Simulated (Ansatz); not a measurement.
Born–Oppenheimer molecular dynamics of F2H7NOSi (12 atoms, charge 0, multiplicity 1). It starts from a rough guess of a transition structure, not a stationary point.

The calculation used Ansatz, UKS B3LYP/6-31G.

```
ensemble                      : NVE (velocity Verlet)
time step                     : 0.5 fs
steps asked                   : 150
starting velocities drawn for : 100 K
seed                          : 393186
```

First frame:

```xyz
12
Properties=species:S:1:pos:R:3
Si -0.652 -0.355 -0.394
F 0.184 -1.784 0.735
H -0.041 -1.156 -1.440
H -1.554 -0.357 0.745
N -1.353 1.017 -1.191
H 1.685 0.073 1.016
O 1.039 0.708 0.126
H 1.157 -1.503 1.374
F 2.029 -0.790 1.780
H -2.349 1.150 -1.235
H -0.903 1.444 -1.985
H 0.759 1.552 0.470
```

Problem. How far do the bonds stretch over the last three quarters of this one trajectory? (Pairs bonded in most of those frames.)

Solution. 
```tsv
bond	mean (Å)	spread (Å)	shortest	longest
Si1–H3	1.491	0.024	1.45	1.53
Si1–H4	1.494	0.031	1.44	1.54
Si1–N5	1.802	0.042	1.73	1.85
Si1–O7	1.834	0.035	1.76	1.88
N5–H10	1.013	0.008	1.00	1.03
N5–H11	1.011	0.008	1.00	1.03
O7–H12	0.979	0.019	0.95	1.01
```

Mean temperature of the second half: 452 K. The conserved energy stayed within 0.3 meV per atom of its start (net change -0.11 meV per atom), so the integration is sound. The system heated up, since it started high on the potential surface and ran downhill. A run of 0.075 ps of so small a system gives no equilibrium averages. The orbitals stay closed-shell, which can raise the energy where a bond breaks towards radicals; this wasn't checked here. Limits of this set-up: no polarisation functions.

Time of the run: 11 min on 1 thread of AMD EPYC 7R13 Processor (Zen 3), with other jobs on the host, peak memory 0.21 GiB.
